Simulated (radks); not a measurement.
Task: The mean radii <r> (bohr) of the occupied orbitals of an atom or ion are listed with their occupations. Calculated with a radial shooting solver on a logarithmic mesh with Libxc functionals: Dirac Kohn-Sham, PBE, spin-unpolarised, spherical densities, finite nucleus; Fermi nuclear charge, rms radius of each element as measured or else 0.836 A^(1/3) + 0.57 fm.

orbital  occ.      <r>
1s1/2       2  0.01804
2s1/2       2  0.07559
2p1/2       2  0.06246
2p3/2       4  0.07053
3s1/2       2   0.1969
3p1/2       2   0.1869
3p3/2       4   0.2019
3d3/2       4   0.1764
3d5/2       6   0.1810
4s1/2       2   0.4404
4p1/2       2   0.4448
4p3/2       4   0.4781
4d3/2       4   0.4925
4d5/2       6   0.5037
5s1/2       2   0.9908
5p1/2       2    1.057
4f5/2       6   0.5609
4f7/2       8   0.5682
5p3/2       2    1.127

Name the element and its charge. Open shells, if any, fill j = l - 1/2 first.

Result: Z = 75, rhenium, charge +9: Re9+ in [Kr] 4d10 4f14 5s2 5p4. The 1s radius gives Z: for a bare nucleus <r> = (2 gamma + 1)/(2Z) with gamma = sqrt(1 - (Z/c)^2), 0.01783 bohr for Z = 75, and screening makes it slightly larger (0.01804 here). The occupations add up to 66, and the charge is Z minus that.
